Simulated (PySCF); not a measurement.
PySCF input file for Si(F)4(OH2) (F4H2OSi), SMILES O->[Si](F)(F)(F)F (connectivity only; charge and spin as stated), neutral, multiplicity 1, SMD-PBE0/6-31G*. Geometry: PBE0-D3(BJ)/def2-SVP. The values are those of a single conformer.

```python
import numpy as np
from pyscf import gto, scf, dft
from pyscf.solvent import smd

mol = gto.M(
    atom='''
    Si   -0.26381590    0.01150432    0.00000000
    F    -0.10874603    1.60041748    0.00000006
    F     0.09014138   -0.75466113    1.37245848
    F     0.09014140   -0.75466103   -1.37245854
    F    -1.86418675   -0.14531117   -0.00000001
    O     1.91595726    0.12733750    0.00000001
    H     2.24980721   -0.34590895    0.77352209
    H     2.24980722   -0.34590889   -0.77352210
    ''',
    basis='6-31G*',
    charge=0,
    spin=0,
    max_memory=1600,
    verbose=3,
)
mf = dft.RKS(mol, xc='pbe0').density_fit(auxbasis='def2-universal-jkfit')
mf.grids.level = 3
mf.conv_tol = 1e-9
mf.max_cycle = 100
mf.kernel()
res = {}
for name in ['water', 'tetrahydrofuran', 'acetone']:
    s = mf.SMD()
    s.with_solvent.solvent, s.with_solvent.sasa_ng = name, 302
    s.kernel(mf.make_rdm1())
    res[name] = (s.e_tot, s.with_solvent.get_cds(), s.dip_moment(), s.mo_energy, s.converged)
    print(f'SMD {name}: dG(solv) = {(s.e_tot - mf.e_tot) * 627.509474:.3f} kcal/mol, of which CDS {res[name][1] * 627.509474:.3f}')
```

Output:

```
converged SCF energy = -764.926852502078
converged SCF energy = -764.940707385205
Dipole moment(X, Y, Z, Debye):  4.95765, -1.71428, -0.00000
SMD water: dG(solv) = -8.694 kcal/mol, of which CDS 4.206
converged SCF energy = -764.936444151942
Dipole moment(X, Y, Z, Debye):  4.71459, -1.54882, -0.00000
SMD tetrahydrofuran: dG(solv) = -6.019 kcal/mol, of which CDS 0.417
converged SCF energy = -764.939338827277
Dipole moment(X, Y, Z, Debye):  4.79926, -1.59105, -0.00000
SMD acetone: dG(solv) = -7.835 kcal/mol, of which CDS 0.276
```

The run converged.
